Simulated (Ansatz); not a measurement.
Ir₂O₂⁺, relaxed as a doublet with UKS PBE-D4/def2-TZVP in Ansatz, starting from the GFN1-xTB geometry. Force threshold 0.02 eV/Å.

In the def2 sets Ir takes a core potential; there is no spin–orbit coupling. Another isomer (quartet) lies 1.58 eV lower at PBE0-D4/def2-TZVP; other spin states weren't run for this one.

Start:

```xyz
4

Ir    1.1837    0.0630   -0.0672
Ir   -1.1840   -0.0631    0.0673
O    -0.0523    1.3584    0.3501
O     0.0526   -1.3584   -0.3502
```

(1) Estimate the energy that the relaxation releases and the steps that it takes.

(2) Does the start keep its bonding and symmetry?

(3) Predict the relaxed structure.

Answers

(1) 26.6 kJ/mol, in 8 steps; 41 s on 4 threads of Intel Xeon on a shared host. No frequencies were taken in this run, so the end may be a saddle point.

(2) By distances, no bond broke or formed. The bond that changes most is Ir1–O3, from 1.84 to 1.92 Å (atoms count from 1). Point group D2h at the start, D2h at the end, both within 0.05 Å.

(3) 
```xyz
4

Ir    1.137    0.061   -0.065
Ir   -1.137   -0.061    0.065
O    -0.058    1.490    0.384
O     0.058   -1.490   -0.384
```
Bond lengths (bridged metal pairs left out): 4 × Ir–O 1.92 Å.
